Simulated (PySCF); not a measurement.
Correlation energy of Al⁺ (aluminium, charge +1)

[Ne] 3s2, closed-shell 1S. Calculation: PySCF 2.14, in pcseg-2 (5s4p2d1f, 34 functions); the non-relativistic Hamiltonian (point nucleus). Frozen: [Ne]; 2 electrons correlated.

Total MP2 correlation energy: -27.07 mhartree.

Same-spin part 0.00 and opposite-spin part -27.07 mhartree; SCS-MP2 scales them by 1/3 and 6/5 to -32.48 mhartree.

With two correlated electrons CCSD is exact within the correlated space (frozen core and kept virtual orbitals).

```tsv
level	correlation energy (mhartree)
CCSD	-38.90
```

Diagnostics: T1 = 0.0084, D1 = 0.0119, largest double amplitude 0.111.

Q: Is a single reference adequate?

A: Mostly. T1 lies below 0.03, but a double amplitude of this size points to a near-degeneracy that CCSD handles and MP2 describes poorly.
